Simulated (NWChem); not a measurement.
# Correlation energy of Se

SMILES: [Se]
```xyz
1

Se     0.0000     0.0000     0.0000
```
Charge 0, spin multiplicity 3.

All runs are NWChem calculations.

Basis set: def2-SVP. Each correlation energy counts from its own Hartree-Fock reference.

The Hamiltonian is non-relativistic. The correlated methods keep 9 core orbitals frozen. The stability of the SCF solutions was not checked. Open-shell Hartree-Fock references start from PBE0 orbitals. No row is a measurement; the coupled-cluster row has its own basis-set and correlation limits.

Question: For the correlation energy, UMP2 gives -188.6 mHa and CCSD(T) on ROHF gives -203.3 mHa. What do CCSD on UHF, CCSD[T] on ROHF, CCSD(T) on UHF give?

Answer: CCSD on UHF: -196.1 mHa; CCSD[T] on ROHF: -203.5 mHa; CCSD(T) on UHF: -199.5 mHa.
